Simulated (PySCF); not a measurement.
C4H3BrO, SMILES Brc1ccco1. Heavy atoms are numbered as in [Br:1][c:2]1[cH:3][cH:4][cH:5][o:6]1. Hydrogens are named by the atom that carries them.

Geometry optimised at ωB97X-D3(BJ)/def2-SVP.

Level of theory: PBE0/pcSseg-1 (PySCF).

GIAO shieldings, no solvent; atoms alike by connectivity are averaged. δ = σ(ref) − σ: ¹³C against TMS (σ = 186.3 ppm); ¹⁷O against H2O (σ = 334.2 ppm); ¹H against TMS (σ = 31.56 ppm), references at their B3LYP-D3(BJ)/def2-TZVP geometries, non-relativistic (without spin–orbit terms, shifts of atoms bonded to Cl or Br come out too high).

Computed chemical shifts:
| nucleus | atoms | count | δ (ppm) |
|---|---|---|---|
| ¹³C | C5 (CH) | 1 | 151.0 |
| ¹³C | C2 | 1 | 145.7 |
| ¹³C | C4 (CH) | 1 | 120.7 |
| ¹³C | C3 (CH) | 1 | 120.7 |
| ¹⁷O | O6 | 1 | 321.4 |
| ¹H | H on C5 | 1 | 7.77 |
| ¹H | H on C4 | 1 | 6.94 |
| ¹H | H on C3 | 1 | 6.85 |
